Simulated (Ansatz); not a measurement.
C$_{2}$H$_{5}$ClOSSi, SMILES `CS[C@H]1O[Si@@H]1Cl`, relaxed with RKS PBE0-D4/def2-TZVP in Ansatz 0.2.0 from a PBE-D4/def2-SVP geometry. The force threshold is 0.005 eV/Å; the program also tests the step.

The species carries charge 0 and has multiplicity 1.

Start:

```xyz
11

C     0.124    0.213    2.163
S     1.112    0.601    0.676
C     0.269   -0.435   -0.508
O    -1.152   -0.048   -0.829
Si   -0.157    0.204   -2.171
Cl   -0.424   -1.055   -3.780
H     0.475    0.886    2.969
H     0.267   -0.841    2.478
H    -0.947    0.409    1.964
H     0.349   -1.525   -0.318
H     0.084    1.592   -2.644
```

(1) By how much does the energy fall, and how many steps does the optimiser take? (An estimate is asked.)

(2) Which bonds change most? (An estimate is asked.)

(3) Give the relaxed structure. (An estimate is asked.)

Results:

(1) Ansatz gave: 2.27 kcal/mol, in 8 steps.

(2) Computed: O4–Si5 from 1.690 to 1.639 Å; Si5–Cl6 from 2.060 to 2.028 Å; S2–C3 from 1.785 to 1.753 Å; C3–Si5 from 1.832 to 1.802 Å.

(3) Ansatz gave: 
```xyz
11

C     0.138    0.188    2.171
S     1.004    0.680    0.669
C     0.223   -0.362   -0.504
O    -1.182    0.009   -0.909
Si   -0.160    0.187   -2.178
Cl   -0.324   -1.118   -3.720
H     0.550    0.784    2.986
H     0.302   -0.869    2.384
H    -0.928    0.393    2.080
H     0.272   -1.425   -0.274
H     0.107    1.533   -2.705
```
